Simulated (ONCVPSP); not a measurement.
**What the settings do to the ONCV potential of Se**

Base potential:

```json
{
 "Element": "selenium",
 "Generator": "ONCVPSP 4.0.1",
 "Type": "optimised norm-conserving Vanderbilt (ONCV)",
 "Functional": "PBE",
 "Relativity": "scalar-relativistic",
 "Frozen core": "[Ne]",
 "Valence charge": "24",
 "Reference configuration": "3s2 3p6 3d10 4s2 4p4",
 "Partial waves": "3s+4s: rc 0.95 bohr, ncon 3, nbas 6, qcut 13 1/bohr, 2 projectors; 3p+4p: rc 0.90 bohr, ncon 4, nbas 9, qcut 15.5 1/bohr, 2 projectors; 3d: rc 0.60 bohr, ncon 4, nbas 8, qcut 16.1 1/bohr, 3 projectors, debl 0.5 Ha",
 "Local potential": "polynomial inside 0.45 bohr (lpopt 5, dvloc0 0 Ha)",
 "Core correction": "polynomial model core, fcfact 0.5"
}
```

In the d channel the program set the typed energies aside and used -1.952, 0.250, 0.750 Ha.

Cutoffs, loose and tight: the cutoffs (Ha) at which the residual kinetic energy of the hardest occupied pseudo-wave falls to 1 and 0.1 mHa per electron. They do not see the model core or the augmentation charge, which bear on the density cutoff. Test errors are all-electron minus pseudo excitation energies from the reference, over the configurations 3s2 3p6 3d10 4s2 4p3; 3s2 3p6 3d10 4s2 4p2; 3s2 3p6 3d10 4s2 4p1; 3s2 3p6 3d10 4s2 4p3.5. A dash means not determined; rows that change the core or the reference have their own tests.

A true bound ghost makes a file unfit for plane-wave use even where its test errors are small: the radial tests pick states by their node count and pass the ghost by.

```tsv
change	outcome	cutoff, loose	cutoff, tight	bound ghosts	GHOST(+) flags above zero	largest test error (meV)
base	generated, projector energies reset by the program	649 Ha	846 Ha	d	s, d	-3.7
s: qcut 8.8	generated, projector energies reset by the program	649 Ha	846 Ha	d	s, d	-3.5
s: qcut 10.9	generated, projector energies reset by the program	649 Ha	846 Ha	d	s, d	-3.6
s: qcut 12.9	generated, projector energies reset by the program	649 Ha	846 Ha	d	s, d	-3.7
s: qcut 15.2	generated, projector energies reset by the program	649 Ha	846 Ha	d	s, d	-3.8
s: qcut 17	generated, projector energies reset by the program	649 Ha	846 Ha	d	s, d	-3.9
s: qcut 18.7	generated, projector energies reset by the program	649 Ha	846 Ha	d	s, d	-3.9
```

Reading the sweep of the qcut of the s channel (base included, trends over the rows without a ghost): Bound ghosts are found at 8.8, 10.9, 12.9, 13, 15.2, 17, 18.7 1/bohr. Every judged row has one, so this setting neither creates nor removes them.
